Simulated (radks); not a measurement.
Results of a calculation; reference values are marked as such.
Ionisation of the lead ion Pb70+, [Ne] 3s2, to Pb71+, [Ne] 3s1, under several functionals. Scalar-relativistic Kohn-Sham, spin-unpolarised, spherical densities, point nucleus; a radial shooting solver on a logarithmic mesh with Libxc functionals.

\begin{tabular}{lrrrrrr}
functional & E(Pb70+) (hartree) & Exc (hartree) & IE (eV) & -e(HOMO) (eV) & <r> HOMO (bohr) & IE error (eV) \\ \hline
PW91 & -14581.7093 & -166.2963 & 9038.6 & 8971.6 & 0.1605 & +38.6 \\
AM05 & -14571.0050 & -155.6687 & 9032.5 & 8966.4 & 0.1605 & +32.5 \\
BP86 & -14582.4325 & -167.0190 & 9038.5 & 8971.7 & 0.1605 & +38.5 \\
OLYP & -14581.7901 & -166.4391 & 9034.1 & 8970.0 & 0.1605 & +34.1 \\
\end{tabular}

NIST Atomic Spectra Database: 9000 eV (theoretical). Closest: AM05. The Delta-SCF values span 6.09 eV, the total energies 11.43 hartree. The highest occupied level is 3s. Spin polarisation and multiplet splitting are left out, so open shells lie too high by an amount that depends on their filling.

Beside tabulated values, note that spin-unpolarised runs miss the spin-polarisation part of the exchange energy of open shells, and scalar-relativistic runs lack spin-orbit coupling.
